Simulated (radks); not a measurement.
All-electron atom: Sn III in [Kr] 4d10 5s2 (the NIST ground configuration).

All-electron calculation, Dirac Kohn-Sham, exchange-only LDA, spin-unpolarised, spherical densities, finite nucleus; Fermi nuclear charge, rms radius 4.6519 fm. Program: a radial shooting solver on a logarithmic mesh with Libxc functionals.

Energy parts (eV):
total: -167840.538
kinetic: 176774.638
electron-nucleus: -406954.419
Hartree: 66546.095
exchange: -4206.852

Orbitals (lengths in bohr, moments of r in powers of bohr; r(90%) holds 90 % of the orbital's charge):
orbital  occ.  eigenvalue (eV)  r(90%)
1s1/2       2        -28974.03  0.0522
2s1/2       2        -4386.794   0.194
2p1/2       2        -4101.043   0.174
2p3/2       4        -3870.757   0.181
3s1/2       2        -858.6729   0.500
3p1/2       2        -742.3865   0.497
3p3/2       4        -700.3533   0.513
3d3/2       4        -493.9552   0.494
3d5/2       6        -485.2699   0.499
4s1/2       2        -149.3510    1.19
4p1/2       2        -110.6123    1.27
4p3/2       4        -102.9617    1.32
4d3/2       4         -42.3070    1.69
4d5/2       6         -41.2539    1.72
5s1/2       2         -25.2305    3.23

The highest occupied level is 5s1/2 at -25.231 eV. The density falls to 0.001 e/bohr^3 at r = 3.70 bohr. The electron density at the nucleus is 1.903e+05 e/bohr^3.
